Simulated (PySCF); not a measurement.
Ligands exchanged one at a time, In F-Cl. Isolated molecules, 0 K electronic values unless said otherwise. Strings in code marks are SMILES.

These are PySCF with PBE0-D4/def2-TZVP values and carry that method's errors. Excitations are Tamm–Dancoff values on a coarser integration grid. The basis has no diffuse functions, so Rydberg states are missing or too high.

| species | S1–T1 gap (TDA) (eV) | S1 excitation (TDA) (eV) |
|---|---|---|
| 0 of 3 F replaced by Cl | ___ | 6.15 |
| 1 of 3 F replaced by Cl (`[F][In]([F])[Cl]`) | 0.45 | ___ |
| 2 of 3 F replaced by Cl | 0.42 | 5.24 |
| 3 of 3 F replaced by Cl (`[Cl][In]([Cl])[Cl]`) | 0.35 | 5.18 |

Problem. Complete the blanks.

Solution. 
- 0 of 3 F replaced by Cl, S1–T1 gap (TDA) (eV): 0.69
- 1 of 3 F replaced by Cl (`[F][In]([F])[Cl]`), S1 excitation (TDA) (eV): 5.28
